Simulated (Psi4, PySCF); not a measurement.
Here is a job for PySCF.
```python
from pyscf import gto, scf, dft

mol = gto.Mole()
mol.atom = '''
    Bi    0.867673    0.431136    0.277186
    I    -1.008840    1.166166   -1.524757
    I    -0.349968   -1.841342    1.090673
'''
mol.basis = 'def2-svpd'
mol.ecp = {'Bi': 'def2-svpd', 'I': 'def2-svpd'}
mol.charge = 1
mol.spin = 0
mol.verbose = 4
mol.build()

mf = dft.RKS(mol)
mf.xc = 'pbe'
mf.grids.atom_grid = (99, 590)
mf.grids.prune = None
mf.kernel()
```

**Question.** Give the equivalent Psi4 input.

**Answer.** One answer among several that fit: 
```
memory 2 GB

molecule {
1 1
  Bi    0.86767310    0.43113642    0.27718616
  I    -1.00884033    1.16616633   -1.52475723
  I    -0.34996849   -1.84134224    1.09067324
}

set basis def2-svpd
set scf_type pk
set puream true
set d_convergence 1e-8
set dft_radial_points 99
set dft_spherical_points 590

energy('pbe')
print_variables()
```

Both were run: PySCF gave -809.850707 Eh and Psi4 -809.850692 Eh, 0.015 mEh apart.
